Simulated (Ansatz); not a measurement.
One geometry of Cs₃H₂, several levels of theory.

```yaml
crystal:
  periodic: [false, false, false]
  atoms:
    - {symbol: Cs, position_ang: [-0.477451, 0.075496, -2.150090]}
    - {symbol: Cs, position_ang: [-0.103120, -1.836247, 1.699097]}
    - {symbol: Cs, position_ang: [1.080539, 3.383236, 0.714408]}
    - {symbol: H, position_ang: [-0.801793, -2.284922, -0.836349]}
    - {symbol: H, position_ang: [0.301835, 0.662427, 0.572943]}
basis:
  gaussian: {orbitals: def2-TZVP, initial_orbitals: start.molden}
magnetization: {spin_polarized: true, initial_magnetization: 1}
hamiltonian: {xc: {name: B97M-V}}
scf: {omitted_lower_state_checks: [starts]}
output: {orbitals: {seedname: orbitals}}
```

The file start.molden holds the orbitals of an earlier run on this structure, at another level or in another basis.

```sh
$ ansatz run in.yaml --threads 4 --pin off --events-out ev --progress --plain --max-ram 3916MiB
```

It prints (some lines left out):

```
Functional definition: B97M-V
  name "B97M-V"
  cite "Mardirossian & Head-Gordon, J. Chem. Phys. 142, 074111 (2015) doi:10.1063/1.4907719"
  cite "Becke, J. Chem. Phys. 107, 8554 (1997) doi:10.1063/1.475007"
  cite "Vydrov & Van Voorhis, J. Chem. Phys. 133, 244103 (2010) doi:10.1063/1.3521275"
  # Of w^i u^j: cxij and so on, Table III.
  parameter cx00 = 1.000
  parameter cx01 = 1.308
  parameter cx02 = 1.901
  parameter cx10 = 0.416
  parameter cx11 = 3.070
  parameter css00 = 1.000
  parameter css02 = -1.855
  parameter css10 = -5.668
  parameter css32 = -20.497
  parameter css42 = -20.364
  parameter cos00 = 1.000
  parameter cos01 = 1.573
  parameter cos03 = -6.298
  parameter cos10 = 2.535
  parameter cos32 = -6.427
  parameter b = 6.0
  parameter c = 0.01
  gx(w, u) = cx00 + cx01*u + cx02*u^2 + (cx10 + cx11*u)*w
  gss(w, u) = css00 + css02*u^2 + css10*w + (css32*w^3 + css42*w^4)*u^2
  gos(w, u) = cos00 + cos01*u + cos03*u^3 + cos10*w + cos32*w^3*u^2
  exchange = spin_sum(e_x_unif_s*gx(b97_w, b97_u_x))
  correlation = spin_sum(e_c_pw_mod_same_spin*gss(b97_w, b97_u_same))
      + integral(e_c_pw_mod_opposite_spin*gos(b97_w_opposite, b97_u_opposite)) + vv10(b, c)
these checks for a lower state are left out or cut short: starts
1042 factors; their error is unknown
mean field evaluation 1: about -1678.1971 eV, gradient 2.8e0 eV
mean field evaluation 2: about -1678.2845 eV, gradient 1.4e-1 eV
mean field evaluation 4: about -1678.2774 eV, gradient 1.4e-2 eV
mean field evaluation 8: about -1678.2774 eV, gradient 3.9e-5 eV
mean field -1678.27743942 eV, -61.6755583214 hartree, gradient 1.6e-5 eV, S^2 0.751518; 0 other end points of the search recorded, 0 dependent functions left out
reference -1678.27754377 eV, -61.6755621562 hartree; 15, 14 occupied and 84, 85 virtual orbitals, 1042 factors
Total energy: -1678.27754377 eV, -61.6755621562 hartree
Checks for a lower state left out: starts
```

Hardware: 4 threads of Arm Neoverse V2 on a shared host. Wall time 15 s, peak host memory 0.81 GiB.

The first input with `gaussian: {orbitals: def2-TZVPD, initial_orbitals: start.molden}`, `hamiltonian: {xc: pbe, dispersion: d4}` (abridged; 2.4 s):

```
Functional definition: PBE
mean field -1677.21006000 eV, -61.6363328512 hartree, gradient 1.1e-5 eV, S^2 0.750249
Total energy: -1677.51863705 eV, -61.6476728486 hartree
Checks for a lower state left out: starts
```

First input, but with `correlation: {method: mp2}` and without the key `hamiltonian` (abridged; 0.5 s):

```
Functional definition: HF
mean field -1651.45201743 eV, -60.6897422462 hartree, gradient 4.3e-6 eV, S^2 0.750578
second order -9.43907399 eV of doubles, -0.00000000 eV of singles
Total energy: -1660.89109142 eV, -61.0366218172 hartree
Checks for a lower state left out: starts
```

The first input with `gaussian: {orbitals: def2-TZVPP, initial_orbitals: start.molden}`, `correlation: {method: ccsd_t}`, `scf: {omitted_lower_state_checks: [starts, cluster_reference]}` and without the key `hamiltonian` (abridged; 58 s):

```
Functional definition: HF
mean field -1651.50586128 eV, -60.6917209711 hartree, gradient 6.2e-6 eV, S^2 0.750582
second order -12.85011095 eV of doubles, -0.00000000 eV of singles
cycle   1  -13.89784508 eV  change    -1.0e0 eV  update   8.5e-2
cycle   2  -14.27967134 eV  change   -3.8e-1 eV  update   3.3e-2
cycle   3  -14.30545334 eV  change   -2.6e-2 eV  update   1.6e-2
cycle   4  -14.28798529 eV  change    1.7e-2 eV  update   8.7e-3
cycle   5  -14.28248107 eV  change    5.5e-3 eV  update   3.3e-3
cycle   6  -14.28326655 eV  change   -7.9e-4 eV  update   1.5e-3
cycle   7  -14.28382594 eV  change   -5.6e-4 eV  update   7.7e-4
cycle   8  -14.28387195 eV  change   -4.6e-5 eV  update   4.0e-4
cycle   9  -14.28382576 eV  change    4.6e-5 eV  update   2.1e-4
cycle  10  -14.28375266 eV  change    7.3e-5 eV  update   1.3e-4
cycle  11  -14.28374171 eV  change    1.1e-5 eV  update   7.4e-5
cycle  12  -14.28378490 eV  change   -4.3e-5 eV  update   3.3e-5
cycle  13  -14.28379801 eV  change   -1.3e-5 eV  update   1.7e-5
perturbative correction -0.38185697 eV, -0.0140329848 hartree
Total energy: -1666.17151626 eV, -61.2306738508 hartree
Checks for a lower state left out: starts, cluster_reference
```

As the first input, with `hamiltonian: {xc: {name: wB97X-V}}` (abridged; 11 s):

```
Functional definition: wB97X-V
mean field -1675.82878503 eV, -61.5855719323 hartree, gradient 2.6e-5 eV, S^2 0.750520
Total energy: -1675.82878769 eV, -61.5855720300 hartree
Checks for a lower state left out: starts
```

The first input with `gaussian: {orbitals: def2-SVP, initial_orbitals: start.molden}`, `hamiltonian: {xc: pbe0, dispersion: d4}` (abridged; 2.1 s):

```
Functional definition: PBE0
mean field -1676.34782326 eV, -61.6046462355 hartree, gradient 2.6e-5 eV, S^2 0.750348
Total energy: -1676.61470487 eV, -61.6144539537 hartree
Checks for a lower state left out: starts
```

As the first input, with `hamiltonian: {xc: pbe, dispersion: d4}`, `output: {forces: true, orbitals: {seedname: orbitals}}` (abridged; 2.7 s):

```
Functional definition: PBE
mean field -1677.18242791 eV, -61.6353173905 hartree, gradient 2.0e-5 eV, S^2 0.750225
Total energy: -1677.49100757 eV, -61.6466574838 hartree
Atom 0 force    -0.001230     0.003099    -0.009233 eV/Å
Atom 1 force     0.001120    -0.003501     0.009522 eV/Å
Atom 2 force     0.000183     0.002248    -0.000206 eV/Å
Atom 3 force    -0.000037     0.002014    -0.001369 eV/Å
Atom 4 force    -0.000037    -0.003859     0.001286 eV/Å
Dipole moment:    -0.036916    -0.623312     0.596709 e Å
Checks for a lower state left out: starts
```

Geometry: PBE-D4/def2-TZVP.

In the def2 sets Cs takes a core potential; there is no spin–orbit coupling. Correlated methods freeze no core orbitals; core or outer-core shells of Cs are correlated, in sets that lack core-valence functions. The structure comes from a short search, and lower isomers may exist.
